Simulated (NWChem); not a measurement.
## Atomisation of CH$_{7}$AlO$_{3}$

```xyz
12

Al     0.1745    -0.0543    -0.1727
C      1.6106     1.2326    -0.5204
H      2.2569     0.9060    -1.3548
H      2.2681     1.3784     0.3541
H      1.2081     2.2215    -0.7999
O      0.4946    -1.5218     0.7117
H      1.3506    -1.9452     0.8085
O     -1.2291    -0.1186    -1.2110
H     -1.2737    -0.4063    -2.1250
O     -1.1107     0.5178     1.2464
H     -1.0679    -0.2742     1.8145
H     -1.9114     0.4106     0.6928
```
Charge 0, spin multiplicity 1.

All runs are NWChem calculations. All single points use one geometry, from B3LYP/def2-SVP, a minimum by its harmonic frequencies. It is one conformer; others weren't searched.

Basis set: def2-SVP. The atomisation energy is electronic alone: no zero-point, thermal, spin-orbit or counterpoise terms. No value is extrapolated to the basis-set limit. Free atoms are single determinants with multiplicities Al 2, C 3, H 2, O 3. Correlated methods freeze the same cores in atoms and molecule, 9 orbitals in all.

Costs are rough ratios of processor time within this set of runs, SCF included, with HF as 1. Costs are the molecule's.

B3LYP has NWChem's definition, with VWN1-RPA local correlation. GW and range-separated runs recompute their integrals, the others keep them in memory, which bears on the times. The structure started from a generated list of species. No SCF solution was tested for a lower state. Open-shell Hartree-Fock references start from PBE0 orbitals; any time given for them includes that run.

```
method                        atomisation energy (kcal/mol)  relative cost
----------------------------  -----------------------------  -------------
LDA (SVWN5)                                          1222.8        under 3
TPSS                                                 1056.1              4
HF                                                      ___              1
MP2                                                  1027.3        under 3
B3LYP                                                1055.7        under 3
PBE                                                     ___        under 3
PBE0                                                    ___        under 3
LC-wPBE (omega 0.3 per bohr)                         1069.6             10
r2SCAN                                               1069.1              4
```

### Question
Complete the blanks.

### Answer

- HF, atomisation energy (kcal/mol): 769.5
- PBE, atomisation energy (kcal/mol): 1075.8
- PBE0, atomisation energy (kcal/mol): 1053.4
